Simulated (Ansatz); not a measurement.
Born–Oppenheimer molecular dynamics of CH5FMgS (9 atoms, charge 0, multiplicity 1). It starts from a rough guess of a transition structure, not a stationary point.

Theory: Ansatz 0.2.0, UKS PBE0/6-31G.

```json
{
  "ensemble": "NVE (velocity Verlet)",
  "time step": "0.5 fs",
  "steps asked": "150",
  "starting velocities drawn for": "100 K",
  "seed": "784270"
}
```

First frame:

```xyz
9
Properties=species:S:1:pos:R:3
Mg 0.830 0.361 0.155
F -1.050 1.736 -0.150
C 0.308 -1.116 1.526
H -0.952 1.266 -1.252
S -0.125 0.364 -2.557
H 0.409 -0.791 2.557
H -0.744 -1.277 1.297
H 0.862 -2.037 1.373
H 0.461 1.494 -2.949
```

(1) How far do the bonds stretch over the last three quarters of this one trajectory? (Pairs bonded in most of those frames.)

Answers

(1) 
```json
{"bond": "Mg1–F2", "mean (Å)": "1.891", "spread (Å)": "0.111", "shortest": "1.73", "longest": "2.15"}
{"bond": "Mg1–C3", "mean (Å)": "2.045", "spread (Å)": "0.059", "shortest": "1.95", "longest": "2.15"}
{"bond": "Mg1–S5", "mean (Å)": "2.508", "spread (Å)": "0.107", "shortest": "2.37", "longest": "2.72"}
{"bond": "C3–H6", "mean (Å)": "1.099", "spread (Å)": "0.009", "shortest": "1.08", "longest": "1.11"}
{"bond": "C3–H7", "mean (Å)": "1.102", "spread (Å)": "0.020", "shortest": "1.07", "longest": "1.13"}
{"bond": "C3–H8", "mean (Å)": "1.095", "spread (Å)": "0.014", "shortest": "1.07", "longest": "1.12"}
{"bond": "H4–S5", "mean (Å)": "1.513", "spread (Å)": "0.145", "shortest": "1.41", "longest": "1.88"}
{"bond": "S5–H9", "mean (Å)": "1.376", "spread (Å)": "0.040", "shortest": "1.31", "longest": "1.44"}
```

Pairs bonded in part of these frames only: F2–H4 13 %, H4–S5 85 %.

Mean temperature of the second half: 736 K. The conserved energy stayed within 0.21 meV per atom of its start (net change -0.038 meV per atom), so the integration is sound. The kinetic energy rose, since the run started high on the potential surface and went downhill. A run of 0.075 ps of so small a system gives no equilibrium averages. The orbitals were unrestricted but ended closed-shell. Limits of this set-up: no polarisation functions.

The run took 9.9 min on 1 thread of Arm Neoverse V2, on a shared host, peak memory 0.16 GiB.
